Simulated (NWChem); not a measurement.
Species: CHF$_{2}$NOSi; SMILES F[SiH](F)OC#N

```xyz
7

N      0.2331    -2.9529    -0.1244
C     -0.1109    -1.8652     0.0861
O     -0.5193    -0.6755     0.3366
Si    -0.0067     0.7796    -0.3298
F      1.4239     1.1278     0.2843
F     -1.0744     1.8366     0.1982
H      0.0440     0.7095    -1.7923
```
Atoms are numbered in this order, from 1.

Program: NWChem. Pople sets run with spherical d functions. All runs use the structure optimised with PBE0/def2-SVP. GIAO values for the isolated, static molecule; σ is the absolute isotropic shielding, δ = σ(reference) − σ with the isolated reference molecule computed at the same levels (13C: tetramethylsilane, 19F: trichlorofluoromethane, 1H: tetramethylsilane, 15N: ammonia, 17O: water, 29Si: tetramethylsilane).

For level LDA (Slater exchange, VWN5)/pcSseg-1:

```
Property      Value
-----------  ------
δ N1 (ppm)    206.0
δ C2 (ppm)    110.7
δ O3 (ppm)    101.1
δ Si4 (ppm)   -55.6
δ F5 (ppm)   -142.2
δ F6 (ppm)   -153.4
δ H7 (ppm)     5.24
```

**Question.** Estimate the same quantities for level Hartree-Fock/6-31G*.

**Answer.** The δ N1 (ppm) is 165.2, the δ C2 (ppm) is 100.4 and the δ O3 (ppm) is 32.8. The δ Si4 (ppm) comes out as -59.5 and the δ F5 (ppm) is -86.3. The δ F6 (ppm) is -92.3. The δ H7 (ppm) is 5.04.
